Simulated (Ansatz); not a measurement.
Ansatz (an electronic-structure program) input (PBE-QIDH/def2-TZVPD):

Ansatz 0.2 input:
```yaml
crystal:
  periodic: [false, false, false]
  atoms:
    - {symbol: C, position_ang: [-0.16093907, -1.76053309, 0.00094018]}
    - {symbol: C, position_ang: [0.87229669, -1.23444662, -1.01075713]}
    - {symbol: C, position_ang: [1.79427147, -0.14070695, -0.45963437]}
    - {symbol: C, position_ang: [1.17011190, 1.23003685, -0.23529169]}
    - {symbol: S, position_ang: [-0.24783306, 1.16407865, 0.93616009]}
    - {symbol: C, position_ang: [-1.57138180, 0.42297631, -0.10036899]}
    - {symbol: C, position_ang: [-1.54669190, -1.10234386, -0.02074137]}
    - {symbol: H, position_ang: [0.25848899, -1.69016908, 1.01057032]}
    - {symbol: H, position_ang: [-0.31595623, -2.82684348, -0.16350895]}
    - {symbol: H, position_ang: [0.38272056, -0.89558983, -1.92892247]}
    - {symbol: H, position_ang: [1.51438074, -2.06264078, -1.31008702]}
    - {symbol: H, position_ang: [2.61356779, 0.03449330, -1.16148368]}
    - {symbol: H, position_ang: [2.25630429, -0.48625346, 0.46802658]}
    - {symbol: H, position_ang: [1.87357545, 1.92001252, 0.23145738]}
    - {symbol: H, position_ang: [0.78474854, 1.67161886, -1.15375222]}
    - {symbol: H, position_ang: [-2.50369404, 0.83825521, 0.28102492]}
    - {symbol: H, position_ang: [-1.40295477, 0.80110927, -1.10708276]}
    - {symbol: H, position_ang: [-2.10900180, -1.44925758, -0.89085776]}
    - {symbol: H, position_ang: [-2.10523580, -1.42510557, 0.85829862]}
    - {symbol: H, position_ang: [-0.62761882, 2.45521624, 0.84287593]}
basis:
  gaussian:
    orbitals: def2-TZVPD
hamiltonian:
  xc: {name: PBE-QIDH}
total_charge: 1
magnetization: {spin_polarized: false}
correlation: {electrons: outside_noble_gas}
```

Output:

```
Functional definition: PBE-QIDH
integrals: 1.95 GiB planned
2681 factors; integrals over basis functions are off by at most 1.0e-3 eV
0.60 GiB of the device are held for the grids
2.87 GiB of device memory are held for the factors and their scratch space
mean field: 4.10 GiB planned
mean field evaluation 1: about -17226.7873 eV, gradient 6.8e1 eV
mean field evaluation 2: about -17226.8449 eV, gradient 6.8e1 eV
mean field evaluation 4: about -17238.2625 eV, gradient 5.1e0 eV
mean field evaluation 8: about -17238.3443 eV, gradient 3.6e-1 eV
mean field evaluation 16: about -17238.3447 eV, gradient 1.6e-4 eV
mean field -17238.34472775 eV, -633.4974841752 hartree, gradient 4.6e-6 eV, S^2 0.000000; 0 other end points of the search recorded, 0 dependent functions left out
11 core orbitals not correlated
reference -17238.34474332 eV, -633.4974847474 hartree; 21, 21 occupied and 353, 353 virtual orbitals, 2681 factors
second order -36.16965131 eV of doubles, -0.00000000 eV of singles
Total energy: -17250.40129376 eV, -633.9405548038 hartree
```

It need not be the lowest isomer of its formula.
